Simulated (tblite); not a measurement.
Compound: C₆H₁₅O₂P.
Geometry (GFN2-xTB, Å), atoms numbered from 1 in this order:
```xyz
24
C6H15O2P angstrom
C     -3.1563    0.3119   -1.0265
C     -2.0998   -0.0254    0.0180
C     -0.9338    0.9551   -0.0218
P      0.1619    0.6404    1.4134
O     -0.5449    0.6740    2.7001
C      1.0148   -0.9741    1.2017
C      1.6316   -1.3064   -0.1464
C      2.6836   -0.2877   -0.5652
O      2.0202    0.9104   -0.9016
H     -3.9796   -0.3969   -0.9811
H     -2.7294    0.2806   -2.0272
H     -3.5540    1.3097   -0.8555
H     -2.5429    0.0051    1.0166
H     -1.7319   -1.0413   -0.1503
H     -0.3795    0.8979   -0.9555
H     -1.3031    1.9773    0.1053
H      1.1539    1.6104    1.3250
H      1.7698   -1.0014    1.9945
H      0.2505   -1.7112    1.4695
H      2.0960   -2.2938   -0.0970
H      0.8591   -1.3276   -0.9156
H      3.3910   -0.1248    0.2601
H      3.2439   -0.6657   -1.4334
H      2.6674    1.6033   -1.0653
```

Computed values, GFN2-xTB/tblite, gas phase, harmonic and unscaled. The method is semi-empirical: single wavenumbers can be off by several per cent or more. Modes of hydrogen on phosphorus can be 10 to 20 % off. One conformer, not necessarily the lowest.

Harmonic wavenumbers (cm⁻¹): 49.1, 68.3, 78.2, 95.0, 131.8, 160.2, 167.8, 232.8, 282.4, 295.6, 308.3, 320.8, 362.2, 411.5, 479.9, 667.3, 697.5, 750.2, 785.0, 849.1, 878.0, 900.8, 921.4, 947.2, 964.4, 1000.5, 1004.2, 1057.8, 1082.1, 1113.4, 1116.6, 1135.9, 1179.3, 1207.7, 1211.3, 1232.2, 1243.1, 1259.6, 1266.4, 1289.6, 1336.9, 1338.5, 1373.4, 1415.0, 1431.9, 1434.9, 1465.4, 1487.8, 1490.4, 1502.2, 1505.0, 2307.7, 2863.2, 2893.8, 2924.8, 2936.8, 2939.5, 2958.4, 2974.8, 2977.5, 3004.7, 3017.3, 3027.1, 3035.7, 3040.6, 3564.2.

A = 1646, B = 892.8, C = 725.4 MHz; mass 150.081 u (most abundant isotopes); point group C1, symmetry number 1.

Problem. What is the zero-point energy?

Solution. Half the sum of the wavenumbers: 44726 cm⁻¹ = 127.88 kcal/mol.

Problem. Give the ideal-gas entropy at 200 K and 1 bar in the rigid-rotor, harmonic-oscillator model (classical rotation).

Solution. Translation 38.97, rotation 28.90, vibration 25.29: S = 93.2 cal/(mol K).

Problem. And Cp and H(200 K) − H(0)?

Solution. Cp = 33.68 cal/(mol K), of which vibrations give 25.74 (their classical limit is 66 R = 131.2); H(200 K) − H(0) = 4.33 kcal/mol without the zero-point energy, 2.74 from vibrations.

Problem. Blend soft modes into free rotors: weight 1/[1 + (100 cm⁻¹/ν̃)⁴] for the oscillator and the rest for a rotor with moment μB/(μ + B), μ = h/(8π²ν), B = 10⁻⁴⁴ kg m². What vibrational entropy results?

Solution. 23.58 cal/(mol K) in place of 25.29, which changes −T·S at 200 K by +0.34 kcal/mol.

Problem. Which modes carry the vibrational entropy at 200 K?

Solution. 49.1 cm⁻¹: 4.07; 68.3 cm⁻¹: 3.42; 78.2 cm⁻¹: 3.16; 95.0 cm⁻¹: 2.78; 131.8 cm⁻¹: 2.17; 160.2 cm⁻¹: 1.81 cal/(mol K); the other 60 give 7.89 together.

Problem. What must be added to the electronic energy to get the Gibbs energy at 200 K and 1 bar?

Solution. ZPE + [H(200 K) − H(0)] − T·S = 127.88 + 4.33 − 18.63 = 113.58 kcal/mol.

Problem. How do the functions run with temperature in this model?

Solution. 
```tsv
T (K)	S (cal/(mol K))	Cp (cal/(mol K))	H − H(0) (kcal/mol)	G − H(0) (kcal/mol)	ln q(vib)
150	84.3	28.5	2.78	-9.86	4.07
250	101.3	39.2	6.15	-19.16	7.52
298.15	108.7	45.0	8.18	-24.22	9.12
400	123.6	57.4	13.40	-36.05	12.43
600	151.0	77.6	27.02	-63.56	18.76
900	186.5	97.4	53.52	-114.34	27.76
```

q(vib) and H(0) count from the zero-point level.

Hindered rotation and anharmonicity are outside this model. Other conformers, if any are populated, would add a mixing term that is left out. The structure is chiral; the term R ln 2 for an equal mix with its mirror image is left out.
